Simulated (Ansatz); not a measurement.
C3H10B2, SMILES `BB(C)CC`, relaxed with RKS PBE0-D4/def2-TZVP in the Gaussian-basis code of Ansatz from a PBE-D4/def2-SVP geometry. The force threshold is 0.005 eV/Å; the program also tests the step.

The species carries charge 0 and has multiplicity 1.

Start:

```xyz
15

B     0.669    0.056    1.738
B     0.143   -0.538    0.276
C     0.358   -2.067   -0.090
C    -0.595    0.377   -0.787
C    -0.450    1.901   -0.690
H     1.814    0.442    1.931
H    -0.065    0.122    2.715
H    -0.394   -2.455   -0.810
H     0.453   -2.772    0.760
H     1.339   -2.092   -0.625
H    -0.388    0.014   -1.820
H    -1.665    0.084   -0.619
H     0.598    2.218   -0.868
H    -1.083    2.437   -1.428
H    -0.733    2.274    0.317
```

```
        step  energy (eV)  largest force (eV/Å)  largest move (Å)
           1   -4621.4751                 0.544             0.000
           2   -4621.5254                 0.155             0.029
           3   -4621.5299                 0.024             0.017
           4   -4621.5300                 0.013             0.007
           5   -4621.5302                 0.017             0.019
           6   -4621.5303                 0.013             0.014
7 (rejected)   -4621.5301                 0.051             0.036
           8   -4621.5303                 0.010             0.018
           9   -4621.5304                 0.008             0.005
          10   -4621.5304                 0.003             0.006
```

End:

```xyz
15

B     0.693    0.069    1.704
B     0.145   -0.534    0.266
C     0.341   -2.058   -0.082
C    -0.585    0.372   -0.794
C    -0.465    1.885   -0.660
H     1.822    0.450    1.860
H    -0.010    0.144    2.676
H    -0.402   -2.436   -0.791
H     0.401   -2.737    0.771
H     1.314   -2.121   -0.591
H    -0.321    0.044   -1.808
H    -1.641    0.070   -0.689
H     0.571    2.212   -0.778
H    -1.061    2.416   -1.407
H    -0.802    2.223    0.325
```

It took 43 s on 4 threads of an Arm Neoverse V1 on a shared host, with 0.54 GiB of host memory at the peak.
